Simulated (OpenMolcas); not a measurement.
Os5+ (d3) among equal point charges was computed by CASSCF with the d shell active (OpenMolcas, ANO-RCC-VDZP on the metal). Its lowest spin-free states, and all those of the highest spin:

| 2S+1 | Degeneracy | E (cm-1) |
| --- | --- | --- |
| 4 | 1 | 0.0 |
| 4 | 2 | 8607 |
| 4 | 1 | 9098 |
| 2 | 2 | 15014 |
| 2 | 1 | 16253 |
| 2 | 1 | 17146 |
| 2 | 1 | 17807 |
| 4 | 2 | 18517 |
| 4 | 1 | 19373 |
| 2 | 2 | 23030 |
| 2 | 2 | 23646 |
| 2 | 1 | 23863 |
| 4 | 2 | 29912 |
| 4 | 1 | 34208 |

Task: Is the site octahedral, tetrahedral or cube-like, axial, or of lower symmetry?

Result: The states with 2S+1 = 4 have orbital degeneracies 1, 2, 1, 2, 1, 2, 1. There are pairs but no triples, so the site is axial: not cubic, but with a proper or improper axis of order three or more. The run had Os5+ among 6 point charges of -1.7 e arranged as a tetragonal octahedron (D4h), 1.97 Å from the ion, with the axial distance 1.694 Å.

Spin-orbit coupling mixes the spin-free states strongly: the lowest level takes only 49 % from its leading state, 4B1. Without dynamic correlation the repulsion within the d shell is too large (B by tens of per cent), so at a given field states of lower spin stand too high. Point charges carry no covalency, so the field is a model and not that of real ligands. No measured value stands beside these numbers.
